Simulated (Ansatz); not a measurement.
Single points on V(NH)(OH)3 (VNO3H4).

```yaml
crystal:
  periodic: [false, false, false]
  atoms:
    - {symbol: V, position_ang: [-0.004183, -0.000442, -0.288262]}
    - {symbol: N, position_ang: [0.019048, 0.001999, 1.308875]}
    - {symbol: H, position_ang: [0.033993, 0.003659, 2.326892]}
    - {symbol: O, position_ang: [1.596120, 0.422014, -0.880398]}
    - {symbol: H, position_ang: [2.334680, 0.614935, -0.294541]}
    - {symbol: O, position_ang: [-1.183330, 1.180272, -0.841090]}
    - {symbol: H, position_ang: [-1.705994, 1.717164, -0.237353]}
    - {symbol: O, position_ang: [-0.450141, -1.606210, -0.847488]}
    - {symbol: H, position_ang: [-0.640192, -2.333381, -0.246624]}
basis:
  gaussian: {orbitals: def2-TZVP, initial_orbitals: start.molden}
hamiltonian: {xc: pbe0, dispersion: d4}
scf: {omitted_lower_state_checks: [starts]}
output: {orbitals: {seedname: orbitals}}
```

The file start.molden holds the orbitals of an earlier run on this structure, at another level or in another basis.

```sh
$ ansatz run in.yaml --threads 4 --pin off --events-out ev --progress --plain --max-ram 3916MiB
```

Output, abridged:

```
Functional definition: PBE0
1291 factors; their error is unknown
mean field evaluation 1: about -33371.8158 eV, gradient 1.8e2 eV
mean field evaluation 2: about -33376.4006 eV, gradient 5.5e0 eV
mean field evaluation 4: about -33376.6061 eV, gradient 3.5e-1 eV
mean field evaluation 8: about -33376.6062 eV, gradient 2.5e-5 eV
mean field -33376.60622690 eV, -1226.5676553625 hartree, gradient 2.5e-5 eV, S^2 0.000000; 0 other end points of the search recorded, 0 dependent functions left out
reference -33376.60625733 eV, -1226.5676564805 hartree; 29, 29 occupied and 164, 164 virtual orbitals, 1291 factors
Total energy: -33376.75692426 eV, -1226.5731933883 hartree
Checks for a lower state left out: starts
```

Hardware: 4 threads of Arm Neoverse V2 on a shared host. Wall time 2.3 s.

The first input with `hamiltonian: {xc: pbe, dispersion: d4}` (abridged; 1.6 s):

```
Functional definition: PBE
mean field -33377.78769052 eV, -1226.6110733496 hartree, gradient 2.6e-5 eV, S^2 0.000000
Total energy: -33377.96671881 eV, -1226.6176525178 hartree
Checks for a lower state left out: starts
```

As the first input, with `correlation: {method: ccsd_t}` and without the key `hamiltonian` (abridged; 1.7 min):

```
Functional definition: HF
mean field -33316.35993519 eV, -1224.3536449782 hartree, gradient 5.2e-6 eV, S^2 0.000000; unrestricted orbitals would lower it
9 core orbitals not correlated: weight in the atoms' cores, before any rotation towards them, 1.000 or more for the frozen orbitals, at most 0.000 for the correlated occupied ones
second order -41.69828663 eV of doubles, -0.00000000 eV of singles
cycle   1  -35.23231576 eV  change     6.5e0 eV  update   4.5e-1
cycle   2  -38.59876985 eV  change    -3.4e0 eV  update   5.0e-1
cycle   3  -39.11025176 eV  change   -5.1e-1 eV  update   6.6e-2
cycle   4  -39.13718452 eV  change   -2.7e-2 eV  update   3.9e-2
cycle   5  -39.11596475 eV  change    2.1e-2 eV  update   9.6e-3
cycle   6  -39.12175285 eV  change   -5.8e-3 eV  update   4.1e-3
cycle   7  -39.12045736 eV  change    1.3e-3 eV  update   2.3e-3
cycle   8  -39.11843743 eV  change    2.0e-3 eV  update   1.2e-3
cycle   9  -39.11774278 eV  change    6.9e-4 eV  update   5.9e-4
cycle  10  -39.11895902 eV  change   -1.2e-3 eV  update   2.9e-4
cycle  11  -39.11891057 eV  change    4.8e-5 eV  update   1.7e-4
cycle  12  -39.11857725 eV  change    3.3e-4 eV  update   7.7e-5
cycle  13  -39.11868436 eV  change   -1.1e-4 eV  update   3.5e-5
cycle  14  -39.11869753 eV  change   -1.3e-5 eV  update   1.2e-5
perturbative correction -2.58920543 eV, -0.0951515446 hartree
Total energy: -33358.06783815 eV, -1225.8863821416 hartree
Checks for a lower state left out: starts
```

Geometry: PBE0-D4/def2-SVP.

Correlated methods freeze 9 core orbitals; core or outer-core shells of V are correlated, in sets that lack core-valence functions. The restricted singlet is unstable towards broken spin symmetry in Hartree–Fock (as tested in another run); at PBE0-D4/def2-TZVP this wasn't settled. At CCSD(T)/def2-TZVP the restricted singlet (for correlated methods, its reference) is unstable: a solution with broken spin symmetry lies lower.
